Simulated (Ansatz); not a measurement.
**Interaction energy ladder**

The pair of H₂ (SMILES [H][H], atoms 1–2) and PH₃ (SMILES P, atoms 3–6), both closed shells, in one local arrangement (a lower one may exist), relaxed at PBE0-D4/def2-TZVP:

```xyz
6
angstrom
H 0.2298 -0.2306 -2.2474
H -0.1515 0.0641 -2.8181
P 0.3473 -0.2595 0.9346
H 0.4079 -0.2653 2.3530
H -1.0575 -0.4617 0.9130
H 0.2241 1.1529 0.8648
```

Program: Ansatz 0.2.0. Basis: def2-TZVPPD, with def2-QZVPPD for the basis limit. Cores are frozen in the correlated methods. B3LYP uses VWN-RPA correlation. Extrapolation: Hartree–Fock as exp(−7.88 √X), correlation as X^−2.97. Interaction energies count from these two fragments, frozen as in the pair, with the counterpoise correction; negative means bound.

(1) What is the interaction energy by CCSD(T) at an estimated basis limit (MP2 extrapolated from triple and quadruple zeta, plus CCSD(T) − MP2 in triple zeta)? (Judge from chemistry; the value comes from the calculation.)

(2) Which atoms make the shortest contact between the fragments?

T1 diagnostic: at most 0.014.

## Answers

(1) Computed: -0.29 kcal/mol. Hartree–Fock alone gives 0.30 kcal/mol at the basis limit, so without correlation the pair would not bind at this distance. It counts from the two fragments frozen as in the pair.

The same quantity by other methods in triple zeta, and each one's difference from that estimate:
| method | E_int (kcal/mol) | difference |
| --- | --- | --- |
| PBE-D4 | -0.60 | -0.31 |
| revPBE-D4 | -0.46 | -0.17 |
| BLYP-D4 | -0.26 | 0.03 |
| r2SCAN-D4 | -0.16 | 0.13 |
| B97M-V | -0.37 | -0.08 |
| PBE0-D4 | -0.49 | -0.20 |
| B3LYP-D4 | -0.32 | -0.03 |
| HSE06-D4 | -0.50 | -0.21 |
| wB97X-V | -0.33 | -0.03 |
| wB97M-V | -0.28 | 0.02 |
| B2PLYP | -0.01 | 0.28 |
| HF | 0.31 | 0.60 |
| MP2 | -0.22 | 0.08 |
| CCSD | -0.14 | 0.15 |
| CCSD(T) | -0.21 | 0.08 |
Differences are method less estimate.

(2) H1 and P3, 3.18 Å apart.

Basis-set superposition shift (counterpoise-corrected less uncorrected): CCSD(T) 0.07; MP2 0.07; HF 0.02; PBE0-D4 0.02; wB97M-V 0.03 kcal/mol.

For scale, one of the runs: CCSD(T)/def2-TZVPPD, 133 basis functions, launched by `ansatz run in.yaml --threads 2 --pin off --events-out ev --progress --plain --max-ram 5222MiB`. The run took 2.6 s on 2 CPU threads of an Intel Xeon 6975P-C (shared host), with 0.72 GiB of host memory at its peak.
